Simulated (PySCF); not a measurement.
C3H10Si2 (SMILES C[SiH2]/C=C/[SiH3]), singlet, geometry from GFN2-xTB. Base run: PySCF with PBE0/6-31G.

PySCF was given this input:
```python
from pyscf import gto, scf, dft, solvent

mol = gto.M(
    atom='''
Si    2.79365590    0.31661071    0.01313599
C     1.06151391   -0.39745580    0.18123767
C    -0.06852056    0.30583981    0.23028639
Si   -1.80410188   -0.41146223    0.38937679
C    -2.85975085    0.21489964   -1.06101629
H     2.72292288    1.77875795   -0.01627526
H     3.40095392   -0.17413984   -1.22825164
H     3.60761049   -0.12031504    1.15149093
H     0.98572975   -1.47850157    0.24028741
H     0.00891685    1.38717753    0.17228491
H    -1.73923356   -1.87823205    0.36846209
H    -2.40000045    0.03794665    1.65677991
H    -2.91554934    1.29995008   -1.06885160
H    -2.44942011   -0.09951458   -2.01679915
H    -3.87514197   -0.16490995   -0.99735330
''',
    basis='6-31g',
    verbose=4,
)

mf = dft.RKS(mol)
mf.xc = 'pbe0'
mf.kernel()
mf.analyze()
```

Base: dipole (D) 0.65; HOMO-LUMO gap (eV) 7.44.

A changed run: ΔE vs base (kcal/mol) -0.548; dipole (D) 0.73; HOMO-LUMO gap (eV) 7.44.

Question: Which change was made?
(A) model = IEF-PCM; solvent = toluene
(B) model = SS(V)PE; solvent = 2-propanol
(C) model = IEF-PCM; solvent = 2-propanol; lebedev_order = 41
(D) model = IEF-PCM; solvent = n-hexane
(E) model = C-PCM; solvent = 2-propanol

Answer: A, model = IEF-PCM; solvent = toluene

The base is the gas phase, so ΔE is the electrostatic part of solvation at a fixed geometry, without cavity and dispersion terms.
